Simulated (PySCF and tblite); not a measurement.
Values are calculated unless marked as measured or tabulated.
Stationary points of C$_{6}$H$_{7}$FO$_{2}$Si at GFN2-xTB, in Å:

Structure A

```
 1 O     0.138    2.437    0.057
 2 C     1.003    1.589   -0.046
 3 O     2.293    1.893   -0.157
 4 C     0.683    0.171   -0.056
 5 C    -0.607   -0.243    0.050
 6 Si   -2.057    0.946    0.212
 7 C    -0.621   -1.734    0.008
 8 C     0.816   -2.111   -0.133
 9 C     1.546   -0.988   -0.168
10 F     2.875   -0.915   -0.287
11 H     2.420    2.854   -0.143
12 H    -2.185    1.746   -0.999
13 H    -1.968    1.683    1.465
14 H    -3.222    0.043    0.291
15 H    -1.226   -2.094   -0.826
16 H    -1.070   -2.145    0.915
17 H     1.174   -3.120   -0.194
```

Structure B

```
 1 O     0.411    2.382    0.012
 2 C     1.386    1.449   -0.091
 3 O     2.545    1.755   -0.185
 4 C     0.827    0.099   -0.072
 5 C    -0.492   -0.205    0.041
 6 Si   -1.921    1.004    0.199
 7 C    -0.632   -1.692    0.020
 8 C     0.764   -2.194   -0.118
 9 C     1.585   -1.137   -0.169
10 F     2.912   -1.181   -0.290
11 H     0.799    3.270   -0.001
12 H    -2.023    1.829   -1.000
13 H    -1.798    1.778    1.431
14 H    -3.115    0.148    0.292
15 H    -1.269   -2.010   -0.807
16 H    -1.111   -2.050    0.934
17 H     1.035   -3.231   -0.167
```

Structure C

```
 1 O     0.310    2.417    0.026
 2 C     1.177    1.480   -0.074
 3 O     2.332    1.984   -0.169
 4 C     0.775    0.102   -0.069
 5 C    -0.537   -0.240    0.044
 6 Si   -1.937    1.011    0.200
 7 C    -0.630   -1.727    0.019
 8 C     0.784   -2.184   -0.121
 9 C     1.575   -1.103   -0.169
10 F     2.903   -1.099   -0.291
11 H     1.482    3.015   -0.068
12 H    -2.027    1.809   -1.015
13 H    -1.801    1.754    1.446
14 H    -3.136    0.159    0.291
15 H    -1.257   -2.064   -0.809
16 H    -1.098   -2.103    0.931
17 H     1.086   -3.212   -0.172
```

Level: PBE0/pcSseg-1 + D3(BJ) on GFN2-xTB stationary points, with GFN2-xTB thermal terms.

Task: Which structure is a saddle point, and along which motion?

Result: C: one imaginary mode (1755i cm⁻¹ at GFN2-xTB, mostly on H11), along the shift of hydrogen on O3 from O3 to O1.

Task: Give their symmetry and energies above the lowest.

Result: A Cs, 0.0 kcal/mol; B Cs, 1.4 kcal/mol; C Cs, 34.6 kcal/mol.

Tunnelling of the moving H, left out here, will speed the real process. In real samples such hydrogens mostly exchange between molecules or through solvent, far faster than by this path. DFT energies on a tight-binding saddle of a bond shift can be off by several kcal/mol.
